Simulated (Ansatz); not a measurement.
The same path of C2H9B2N (14 atoms, charge 0, multiplicity 1) was run twice with different band settings. The coordinate that changes most is the dihedral C1–B2–B4–N5.

Theory: RKS r2SCAN-D4/STO-3G in Ansatz 0.2.0.

Relaxed end points:

```xyz
14
Properties=species:S:1:pos:R:3
C -0.721 1.600 0.261
B -0.104 0.144 0.323
C 0.888 -0.176 1.515
B -0.521 -1.018 -0.790
N 0.181 -1.271 -1.958
H -0.110 2.360 0.767
H -0.954 1.949 -0.754
H -1.683 1.561 0.802
H 1.907 0.049 1.154
H 0.895 -1.229 1.824
H 0.727 0.453 2.401
H -1.470 -1.691 -0.608
H -0.082 -2.000 -2.651
H 1.036 -0.762 -2.258
```

```xyz
14
Properties=species:S:1:pos:R:3
C -0.980 1.343 0.558
B 0.156 0.328 0.124
C 1.447 0.226 1.034
B -0.013 -0.586 -1.255
N -0.641 -1.821 -1.307
H -0.791 1.861 1.508
H -1.100 2.110 -0.223
H -1.956 0.839 0.626
H 2.320 -0.230 0.551
H 1.188 -0.413 1.897
H 1.742 1.198 1.457
H 0.419 -0.190 -2.276
H -0.738 -2.390 -2.172
H -1.067 -2.304 -0.492
```

Common settings: movable images 5; climbing image yes; spring 5.0 eV/Å²; optimiser quadratic models (default); start path IDPP; iteration limit 60; end points relaxed.

| run | force threshold |
| --- | --- |
| 1 | 0.03 eV/Å |
| 2 | 0.2 eV/Å |

(1) What does each run give, and how far can it be trusted?

Answers

(1) Run 1: converged after 10 iterations, highest image 0.138 eV above the first end. A vibrational analysis at the climbing image gives 2 clearly imaginary modes (106i, 73i cm⁻¹): a point of higher order, so a lower path passes nearby.
Run 2: converged after 4 iterations, highest image 0.144 eV above the first end. The threshold of 0.2 eV/Å is loose, so the images may lie well off the minimum-energy path. The order of the stationary point at the top wasn't checked.
Limits of this set-up: minimal basis.
